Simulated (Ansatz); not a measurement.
`O[SiH2]I` + `[OH][GeH2][SiH](O)F` → `O[SiH](F)[SiH2]I` + `[OH][GeH2][OH]`  (redistribution)

Isolated molecules relaxed with PBE0-D4/def2-TZVP in Ansatz; ΔE leaves out vibrations. CCSD(T)/CBS adds triple-zeta CCSD(T) − MP2 to the extrapolated MP2 energy (def2 sets, frozen cores). Functionals use def2-TZVPP. Elements past krypton have def2 core potentials. For Ge, I outer-core shells are correlated without core-valence functions, which leaves a few kJ/mol of doubt a bond. Scalar relativity is left out up to krypton. Each species was taken in one conformer, which may not be the lowest.

```csv
level,ΔE (kcal/mol)
r2SCAN,14.0
CAM-B3LYP,15.3
```

Problem. What does CCSD(T)/CBS give? (Best estimate.)

Solution. Computed: +13.7 kcal/mol. The listed levels differ from it by 0.3, 1.6 kcal/mol.

Largest T1 diagnostic among the species: 0.012.

From BLYP to BHLYP (50 % exact exchange), in def2-TZVPP and without D4, ΔE moves by +1.0 kcal/mol. Leaving LDA and LC-ωPBE aside and taking each functional with its dispersion term where it has one, the values, not all of them listed here, spread over 2.8 kcal/mol, from revPBE-D4 to ωB97M-V. LDA lies +1.0 kcal/mol from PBE without D4.
